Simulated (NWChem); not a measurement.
## Atomisation of C$_{4}$H$_{5}$F

```xyz
10

F     -0.1131     1.8434     0.0000
C     -0.0920     0.5165     0.0000
C     -1.0471    -0.4210     0.0000
C     -0.0057    -1.5350     0.0000
C      1.0915    -0.4077     0.0000
H     -2.1371    -0.4095     0.0000
H      0.0071    -2.1756    -0.8972
H      0.0071    -2.1756     0.8972
H      1.7302    -0.3734    -0.8979
H      1.7302    -0.3734     0.8979
```
Charge 0, spin multiplicity 1.

Everything below was run with NWChem. All single points use one geometry, from B3LYP/def2-SVP, a minimum by its harmonic frequencies. It is one conformer; others weren't searched.

Basis set: def2-TZVP. The atomisation energy is electronic alone: no zero-point, thermal, spin-orbit or counterpoise terms. No value is extrapolated to the basis-set limit. Free atoms are single determinants with multiplicities F 2, C 3, H 2. Correlated methods freeze the same cores in atoms and molecule, 5 orbitals in all.

Relative cost: rough, from shared machines, SCF included, LDA (SVWN5) = 1. Costs are the molecule's.

B3LYP has NWChem's definition, with VWN1-RPA local correlation. GW and range-separated runs recompute their integrals, the others keep them in memory, which bears on the times. The structure started from a generated list of species. The stability of the SCF solutions was not checked. Open-shell Hartree-Fock references start from PBE0 orbitals; any time given for them includes that run.

| method | atomisation energy (kcal/mol) | relative cost |
|---|---|---|
| TPSS | … | under 3 |
| B3LYP | 1004.2 | under 3 |
| LDA (SVWN5) | 1177.9 | 1 |
| LC-wPBE (omega 0.3 per bohr) | 1031.6 | 20 |
| PBE0 | 1022.7 | under 3 |
| HF | 736.6 | under 3 |
| PBE | 1044.7 | under 3 |
| BLYP | … | under 3 |
| MP2 | 1001.5 | 4 |

### Question
Some entries are withheld; supply them.

### Answer

- TPSS, atomisation energy (kcal/mol): 1018.9
- BLYP, atomisation energy (kcal/mol): 1003.0
